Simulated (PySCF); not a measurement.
## Carbon: a sound run and one with changed settings

Sound run: C²⁺ [He] 2s2, C³⁺ [He] 2s1. Calculation: PySCF 2.14, in x2c-TZVPall (5s3p2d1f, 31 functions); scalar relativity by spin-free X2C-1e. The sound run starts from symmetry-adapted Hartree-Fock orbitals and uses a fine grid where one is needed.

Changed run: radial step 0.5 in ln r (0.13 in the sound run). This setting is unsound on purpose.

```tsv
species	method	sound run (hartree)	changed run (hartree)	converged
C²⁺	UHF	-36.42257	-36.42257	yes
C²⁺	PBE	-36.47461	-36.47634	yes
C²⁺	B3LYP	-36.53117	-36.53102	yes
C³⁺	UHF	-34.73962	-34.73962	yes
C³⁺	PBE	-34.74305	-34.74430	yes
C³⁺	B3LYP	-34.79499	-34.79615	yes
```

Ionisation energy of C²⁺:

```json
{"method": "UHF", "sound run (eV)": "45.795", "changed run (eV)": "45.795"}
{"method": "PBE", "sound run (eV)": "47.118", "changed run (eV)": "47.131"}
{"method": "B3LYP", "sound run (eV)": "47.244", "changed run (eV)": "47.208"}
```

A coarse radial grid mis-integrates the density and the exchange-correlation energy, with errors of either sign; Hartree-Fock needs no grid.

For comparison, NIST gives 47.888 eV between the lowest levels.
